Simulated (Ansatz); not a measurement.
Species: CdI₂, charge -1, multiplicity 2. The spin state was set by rule; other spins were not relaxed. 
Structure (B3LYP-D3(BJ)/def2-TZVP (Ansatz, a quantum-chemistry and plane-wave program) minimum search):
```
Cd
I 1 2.9159
I 1 2.9159 2 126.00
```
Charge -1, spin multiplicity 2.

Basis-set convergence of Hartree-Fock and MP2 correlation energies (hartree) with Ansatz. Correlated levels leave the core frozen unless marked. Open shells are spin-unrestricted. Spin-orbit coupling is left out. Frozen are the shells of the preceding noble gas and the d and f shells that filled before the atom's block. Past Kr the def2 sets carry scalar-relativistic core potentials. This anion needs diffuse functions, which these sets lack.

```csv
basis,functions,E(HF),"E(corr, MP2)"
def2-SVP,83,-760.31234,-0.46155
def2-TZVPP,156,___,___
```

**Question.** Some entries are withheld; supply them.

**Answer.** 
- def2-TZVPP, E(HF): -760.36972
- def2-TZVPP, E(corr, MP2): -0.70734
